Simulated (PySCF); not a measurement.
## Assignment exercise: C₈H₁₂

Geometry:
```csv
atom,x (Å),y (Å),z (Å)
C1,-1.617,-1.386,-0.624
C2,-1.231,0.069,-0.348
C3,-1.952,0.593,0.895
C4,0.254,0.192,-0.188
C5,1.104,0.869,-0.976
C6,2.500,0.727,-0.466
C7,2.315,-0.134,0.740
C8,1.019,-0.434,0.880
H9,-1.339,-2.021,0.214
H10,-2.691,-1.469,-0.777
H11,-1.110,-1.751,-1.514
H12,-1.532,0.679,-1.209
H13,-3.030,0.545,0.754
H14,-1.672,1.626,1.089
H15,-1.694,-0.002,1.768
H16,0.857,1.439,-1.853
H17,3.157,0.258,-1.202
H18,2.943,1.692,-0.211
H19,3.129,-0.441,1.370
H20,0.584,-1.040,1.655
```

[PySCF 2.14.0 with density-fitted response routines: coordinates at the GFN2-xTB level; PBE0/pcSseg-1 with gauge-including orbitals; no solvent model; averaged over atoms made equivalent by symmetry, fast rotation or ring inversion; one conformer; non-relativistic]

References, each an isolated molecule treated in the same way: TMS for 13C, 1H.

Question: Assign these signals to the numbered atoms. 13C{1H} NMR (computed): δ 161.7 (C), 142.9 (CH), 137.9 (CH), 133.1 (CH), 44.8 (CH2), 34.8 (CH), 25.1 (CH3).

Answer: 
161.7 → C4, fully substituted alkene carbon: an sp2 carbon of a C=C bond
142.9 → C7, alkene CH: the olefinic region
137.9 → C8, alkene CH
133.1 → C5, alkene CH
44.8 → C6, allylic sp3 CH2: saturated and bonded to C and H only
34.8 → C2, allylic sp3 CH: aliphatic region, no heteroatom directly attached
25.1 → C1/C3, methyl carbon: aliphatic region, no heteroatom directly attached

Question: Assign these signals to the numbered atoms. 1H NMR (500 MHz, computed): δ 6.88 (m, 1H), 6.72 (m, 1H), 6.30 (t, 1H), 3.06 (m, 2H), 2.76 (sept, 1H), 1.18 (d, 6H).

Answer: 
| δ (ppm) | atoms | environment | reason |
| --- | --- | --- | --- |
| 6.88 | H20 | hydrogen on an alkene CH | olefinic region |
| 6.72 | H19 | hydrogen on an alkene CH | – |
| 6.30 | H16 | hydrogen on an alkene CH | – |
| 3.06 | H17/H18 | hydrogen on an allylic sp3 CH2 | allylic position |
| 2.76 | H12 | hydrogen on an allylic sp3 CH | allylic position |
| 1.18 | H9/H10/H11/H13/H14/H15 | hydrogen on a methyl carbon | – |

Shifts are as computed. Against solution values, carbons near 30 ppm lie about +3 ppm off and those near 130 ppm about +5 ppm. Of 1211 compounds with measured shifts, 218 miss one by over three times the rms of a fit or turn the order of signals round; such compounds aren't used in these exercises. Multiplicities follow the n + 1 count of equivalent neighbours, as no J values were calculated; m marks all less simple cases, F and P coupling included.
